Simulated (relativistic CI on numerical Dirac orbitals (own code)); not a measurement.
# Crystal-field levels of Pr3+, 4f2

Calculated by Dirac-Coulomb-Breit CI, KLI orbitals optimised for each configuration, model QED, valence Slater integrals scaled by 0.85, one configuration in a parametric crystal field (own radial code).

Field parameters in Wybourne normalisation; cubic f-shell fields have B⁴₄ = √(5/14) B⁴₀ and B⁶₄ = −√(7/2) B⁶₀. The field is a parameter set, without covalency.

S and J are read from ⟨S²⟩ = S(S + 1) and ⟨J²⟩ = J(J + 1) of each level; they are not fictitious spins.

Oh, B40 = -1830, B60 = 300 cm⁻¹, the lowest 10 levels:

| E (cm⁻¹) | Degeneracy | Irrep | S | J |
| --- | --- | --- | --- | --- |
| 0.0 | 3 | T2 | 0.98 | 4.00 |
| 367 | 2 | E | 0.98 | 4.01 |
| 421 | 3 | T1 | 0.98 | 4.01 |
| 482 | 1 | A1 | 0.98 | 4.00 |
| 2192 | 3 | T1 | 1.00 | 4.99 |
| 2237 | 2 | E | 1.00 | 4.98 |
| 2467 | 3 | T2 | 1.00 | 4.99 |
| 2518 | 3 | T1 | 1.00 | 5.01 |
| 4256 | 1 | A1 | 1.00 | 5.99 |
| 4338 | 3 | T1 | 1.00 | 5.98 |

C2v, B20 = 240, B22 = -340, B40 = 690, B42 = -500, B44 = 620, B60 = -490, B62 = -110, B64 = -30, B66 = 440 cm⁻¹, the lowest 10 levels:

```json
{"E (cm⁻¹)": "0.0", "Degeneracy": "1", "S": "0.98", "J": "4.00"}
{"E (cm⁻¹)": "108", "Degeneracy": "1", "S": "0.98", "J": "4.01"}
{"E (cm⁻¹)": "129", "Degeneracy": "1", "S": "0.98", "J": "4.01"}
{"E (cm⁻¹)": "306", "Degeneracy": "1", "S": "0.98", "J": "4.00"}
{"E (cm⁻¹)": "307", "Degeneracy": "1", "S": "0.98", "J": "4.00"}
{"E (cm⁻¹)": "347", "Degeneracy": "1", "S": "0.98", "J": "4.00"}
{"E (cm⁻¹)": "408", "Degeneracy": "1", "S": "0.98", "J": "4.00"}
{"E (cm⁻¹)": "433", "Degeneracy": "1", "S": "0.98", "J": "4.00"}
{"E (cm⁻¹)": "477", "Degeneracy": "1", "S": "0.98", "J": "4.00"}
{"E (cm⁻¹)": "2134", "Degeneracy": "1", "S": "1.00", "J": "5.00"}
```

Oh, B40 = -2340, B60 = -500 cm⁻¹, the lowest 10 levels:

| E (cm⁻¹) | Degeneracy | Irrep | S | J |
| --- | --- | --- | --- | --- |
| 0.0 | 3 | T2 | 0.98 | 4.00 |
| 228 | 2 | E | 0.98 | 4.01 |
| 502 | 3 | T1 | 0.98 | 4.02 |
| 894 | 1 | A1 | 0.98 | 4.00 |
| 2150 | 3 | T1 | 1.00 | 4.99 |
| 2208 | 2 | E | 1.00 | 4.96 |
| 2452 | 3 | T2 | 1.00 | 5.01 |
| 2783 | 3 | T1 | 1.00 | 4.98 |
| 4100 | 1 | A1 | 1.00 | 5.94 |
| 4258 | 3 | T1 | 1.00 | 5.95 |

The next free-ion level lies 2082 cm⁻¹ above the lowest; the field splits the ground level into components whose J stays near 4 as long as their spread is small against that gap.

Levels of this model without a field, named by their leading LS term: 3H_4 0, 3H_5 2082, 3H_6 4244, 3F_2 5628, 1G_4 6855, 3F_3 6948, 3F_4 9672, 1D_2 19285 cm⁻¹.
